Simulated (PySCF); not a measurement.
All values below come from r2SCAN-D4/def2-TZVP in PySCF. All species are isolated molecules in the gas phase. Excitations are Tamm–Dancoff values on a coarser integration grid. The basis has no diffuse functions, so Rydberg states are missing or too high.

Reference species (SMILES): `[H]/B=C\[SiH3]` (neutral, multiplicity 1).

```
Quantity               Result
-------------------  --------
T1 excitation (TDA)   3.61 eV
LUMO                 -1.89 eV
```

Changed species: `C1B[SiH2]1`.

Problem. What does the change do to the T1 excitation (TDA) and LUMO?

Solution. the T1 excitation (TDA) falls by 0.63 eV, to 2.98 eV; the LUMO drops by 0.27 eV, to -2.16 eV.
